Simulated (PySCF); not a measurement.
# Relaxation of singlet RhH₃

All numbers come from PBE0/[Rh x2c-TZVPall, H x2c-TZVPall], spin-free X2C, density fitting, no spin–orbit coupling, PySCF. A (50,194) grid was used.

A hand-made trigonal planar start, of D3h symmetry, held to at least that symmetry:

```xyz
4
charge 0 multiplicity 1, angstrom
Rh    0.0000    0.0000    0.0000
H     1.5700    0.0000    0.0000
H    -0.7850    1.3597    0.0000
H    -0.7850   -1.3597    0.0000
```

Question: What forces act on the atoms at the start (eV/Å)?

Answer: 
| atom | Fx | Fy | Fz |
| --- | --- | --- | --- |
| Rh1 | 0.00 | 0.00 | 0.00 |
| H2 | -0.55 | 0.00 | 0.00 |
| H3 | 0.27 | -0.48 | 0.00 |
| H4 | 0.27 | 0.48 | 0.00 |

Question: What does it relax to?

Answer: It ends at D3h with Rh–H 1.536 Å (×3); H–Rh–H 120.0° (×3). A frequency run shows 1 imaginary mode, down to 1314i cm⁻¹, so it is a saddle point.

Question: How much energy is released, and in how many steps?

Answer: 2.8 kJ/mol in 3 steps.

The relaxation took of the order of 18 core-seconds on a shared host.
